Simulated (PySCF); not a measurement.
How methods differ on the ionisation energy of Tl⁺

Tl⁺ [Xe] 4f14 5d10 6s2 (1S) → Tl²⁺ [Xe] 4f14 5d10 6s1 (2S), as a difference of total energies. Calculation: PySCF 2.14, in aug-cc-pVTZ-PP with ECP60MDF (6s5p4d2f, 55 functions); scalar relativity through the core potential. Correlated levels: valence: 5s2 5p6 5d10 frozen. The calculations carry no spin-orbit coupling.

| method | ionisation energy (eV) | error (eV) |
| --- | --- | --- |
| UHF | 18.368 | -2.060 |
| LDA | 20.985 | +0.557 |
| PBE | 20.511 | +0.083 |
| PBE0 | 20.193 | -0.235 |
| r2SCAN | 20.328 | -0.100 |
| r2SCAN0 | 20.139 | -0.289 |
| wB97M-V | 20.004 | -0.424 |
| LC-wPBE | 19.932 | -0.496 |
| PW91 | 20.595 | +0.167 |
| MP2 (valence) | 18.911 | -1.517 |
| SCS-MP2 (valence) | 19.020 | -1.408 |

Reference: 20.428 eV (measured; NIST Atomic Spectra Database, ionization energies).

Errors of the correlated levels include the incompleteness of this basis and the frozen core.

MP2 underrates the near-degeneracy of ns² with np² in the lower species.
